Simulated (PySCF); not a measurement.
## P⁺ (phosphorus, charge +1) across methods

[Ne] 3s2 3p2, high-spin 3P determinant. Computed with PySCF 2.14 in x2c-TZVPPall (5s5p3d1f, 42 functions), with the spin-free X2C one-electron Hamiltonian (Gaussian nucleus).

```csv
method,E (hartree),mean ε 3s α (eV),mean ε 3s β (eV),mean ε 3p α (eV),Σ⟨r²⟩ (bohr²),⟨S²⟩
PBE,-341.5437,-24.000,-21.956,-14.984,20.68,2.003
CAM-B3LYP,-341.7143,-27.483,-24.793,-17.589,20.71,2.004
r2SCAN,-341.6690,-24.633,-22.040,-15.409,20.68,2.008
UHF,-341.16236,-31.063,-25.521,-19.719,20.93,2.013
wB97M-V,-341.6813,-28.212,-25.833,-18.179,20.83,2.002
wB97X,-341.6970,-28.708,-25.737,-18.664,20.54,2.004
PBE0,-341.5715,-25.954,-23.182,-16.328,20.67,2.005
LDA,-340.4134,-24.013,-22.138,-14.915,20.73,2.001
```

(1) Estimate the same row for wB97X-V.

Results:

(1) E (hartree) = -341.6467; mean ε 3s α (eV) = -28.638; mean ε 3s β (eV) = -25.831; mean ε 3p α (eV) = -18.613; Σ⟨r²⟩ (bohr²) = 20.74; ⟨S²⟩ = 2.004.
